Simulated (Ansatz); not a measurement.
`O[AsH2]` + silanol → `[SiH3]O[AsH2]` + H₂O at 500 K and 1 bar (ligand exchange at the As–O bond).

Calculated with Ansatz (gas phase, PBE0-D4/def2-TZVP geometries, no zero-point term in ΔE). CBS: MP2 limit from def2 TZ/QZ plus the TZ coupled-cluster correction, frozen cores. This one scheme is used for every species. For As outer-core shells are correlated without core-valence functions, which leaves a few kJ/mol of doubt a bond. Scalar relativity is left out up to krypton.

| species | CCSD(T)/CBS energy (Eh) | H − E (kJ/mol) | S (J/(mol·K)) |
| --- | --- | --- | --- |
| `O[AsH2]` | -2311.97217 | 101.4 | 296.8 |
| `O[SiH3]` | -366.69042 | 127.5 | 292.9 |
| `[SiH3]O[AsH2]` | -2602.28728 | 156.2 | 389.2 |
| H₂O | -76.37941 | 73.2 | 206.3 |

H − E and S are ideal-gas, rigid-rotor, harmonic terms from PBE0-D4/def2-TZVP. 1 Eh = 2625.50 kJ/mol, R = 8.31446 J/(mol·K).

By hand: ΔE, ΔH, ΔS and ΔG.

ΔE = (-2602.28728) + (-76.37941) − (-2311.97217) − (-366.69042) = -0.00410 Eh = -10.8 kJ/mol. Δ(H − E) = 156.2 + 73.2 − 101.4 − 127.5 = 0.5, so ΔH = -10.3 kJ/mol. ΔS = 389.2 + 206.3 − 296.8 − 292.9 = 5.8 J/(mol·K). ΔG = -10.3 − 500 × (5.8)/1000 = -13.2 kJ/mol.

By hand: the equilibrium constant, and the temperature at which ΔG would vanish if ΔH and ΔS stayed fixed.

log₁₀ K = −ΔG/(RT ln 10) = 1.4. ΔH and −TΔS have one sign here, so there is no such temperature.

The number of gas molecules stays the same, so ΔS is small and ΔH decides. A doubt of 5 kJ/mol in ΔE shifts log₁₀ K by 0.5 here. Modes under 60 cm⁻¹, often nearly free rotors, make the harmonic entropy too high. These are equilibria of isolated gas molecules and say nothing of rates. Largest T1 diagnostic: 0.012 (customary marks: 0.02 for closed shells, 0.045 for open ones).

ΔS is within the doubt of such terms, so its sign, and with it that verdict, could turn.
